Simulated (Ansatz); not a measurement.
Species: [Ta(F)3(OH)2] (charge 0, multiplicity 1), formula H₂F₃O₂Ta.

**Question.** How many basis functions does frozen-core CCSD(T)/def2-TZVPP // r2SCAN-D4/def2-SVP run with Ansatz (a first-principles code) use, how many core orbitals are frozen, and how many electrons are correlated?

**Answer.** 239 basis functions and 5 frozen orbitals, which leaves 48 correlated electrons. Core time is of the order of minutes.
